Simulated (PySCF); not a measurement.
## Pd⁻ (palladium, charge -1): HSE06 calculation

Configuration: [Kr] 4d10 5s1, 2S determinant. Computed with PySCF 2.14 in aug-cc-pVDZ-PP with ECP28MDF (5s5p4d2f, 54 functions), with scalar relativity through the core potential.

```
Total energy                : -127.4552 hartree
One-electron energy         : -230.8421 hartree
Hartree (Coulomb) energy    : 116.2938 hartree
Exchange-correlation energy : -12.9069 hartree
⟨S²⟩                        : 0.7534
⟨L²⟩                        : 0.000
Sum of ⟨r⟩                  : 29.48 bohr
Sum of ⟨r²⟩                 : 73.49 bohr²
```

| shell | electrons | mean orbital energy (hartree) | rms radius, mean of both spins (bohr) |
| --- | --- | --- | --- |
| 4s β | 1 | -3.12512 | 1.02 |
| 4s α | 1 | -3.12306 | 1.02 |
| 4p β | 3 | -1.81735 | 1.13 |
| 4p α | 3 | -1.81465 | 1.13 |
| 4d α | 5 | 0.02369 | 1.87 |
| 4d β | 5 | 0.02629 | 1.87 |
| 5s α | 1 | 0.04387 | 5.36 |

Energies and moments cover only the electrons outside the core potential. At HSE06 the highest occupied level has a positive energy, so only the finite basis holds that electron; in a semilocal or global hybrid functional this comes from self-interaction and does not mean that the real anion is unbound.
